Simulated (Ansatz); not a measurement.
The first iterations of a band of H$_{5}$N$_{2}$PSi (9 atoms, charge 0, multiplicity 1).

Theory: RKS PBE/def2-SVP in Ansatz.

- movable images: 7
- climbing image: from the first iteration
- spring: 5.0 eV/Å²
- optimiser: fire
- start path: through a guess of the saddle point
- force threshold: 0.05 eV/Å
- iteration limit: 60
- end points: relaxed

First end point:

```xyz
9
Properties=species:S:1:pos:R:3
N -1.021 1.250 -0.319
Si 0.402 0.432 0.224
N 0.863 -0.948 -0.682
P 0.698 -1.656 0.998
H -1.804 0.697 -0.679
H -1.354 2.065 0.204
H 1.371 1.480 0.681
H 1.607 -1.237 -1.321
H -0.674 -2.130 0.877
```

Last end point:

```xyz
9
Properties=species:S:1:pos:R:3
N -1.023 1.252 -0.317
Si 0.399 0.429 0.222
N 0.851 -0.953 -0.691
P 0.698 -1.657 0.996
H -1.353 2.066 0.208
H -1.805 0.703 -0.683
H 1.374 1.473 0.677
H 1.618 -1.225 -1.310
H -0.672 -2.134 0.881
```

| iteration | highest image above the first end (eV) | largest band force component (eV/Å) |
| --- | --- | --- |
| 1 | 74.625 | 456.444 |
| 2 | 12.048 | 43.433 |
| 3 | 7.413 | 11.467 |
| 4 | 3.493 | 6.354 |
| 5 | 2.468 | 7.585 |
| 6 | 2.204 | 5.320 |
| 7 | 1.846 | 2.772 |
| 8 | 1.494 | 3.661 |
| 9 | 1.362 | 2.792 |
| 10 | 1.177 | 2.211 |
| 11 | 0.981 | 3.196 |
| 12 | 0.763 | 3.364 |
| 13 | 0.545 | 2.470 |
| 14 | 0.485 | 0.981 |
| 15 | 0.424 | 1.036 |
| 16 | 0.368 | 1.460 |
| 17 | 0.363 | 1.004 |
| 18 | 0.355 | 0.632 |
| 19 | 0.342 | 0.941 |

Q: Does the band converge within its limit, and where does its top end?

A: The forces met the threshold. It ended after 57 iterations with the highest image 0.130 eV above the first end. Another band between the same ends (7 images) ends at a top of the same energy, where a vibrational analysis finds 1 clearly imaginary mode.

The run took 12 min on 1 thread of Intel(R) Xeon(R) Platinum 8488C (Sapphire Rapids), with other jobs on the host, peak memory 0.14 GiB.
